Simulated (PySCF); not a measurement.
C5H3N3. Atoms are numbered in the order given.

```xyz
11

N      0.0000     0.0000     3.1492
C      0.0000     0.0000     1.9906
C      0.0000     0.0000     0.5391
N      0.0000    -1.1960    -0.0571
C      0.0000    -1.1885    -1.3903
C      0.0000     0.0000    -2.1245
C      0.0000     1.1885    -1.3903
N      0.0000     1.1960    -0.0571
H      0.0000    -2.1639    -1.8889
H      0.0000     0.0000    -3.2156
H      0.0000     2.1639    -1.8889
```

Geometry optimised at B3LYP-D3(BJ)/def2-SVP.

Level of theory: ωB97X/def2-TZVP run with PySCF.

The molecule is in vacuum.

Computed frontier levels, gap, dipole moment:
- highest occupied level: -10.67 eV
- lowest empty level: -0.27 eV
- orbital gap: 10.40 eV
- dipole moment: 6.47 D
- quadrupole, principal values (traceless, Buckingham form, about the centre of nuclear charge): -4.10, 1.89, 2.20 D·Å
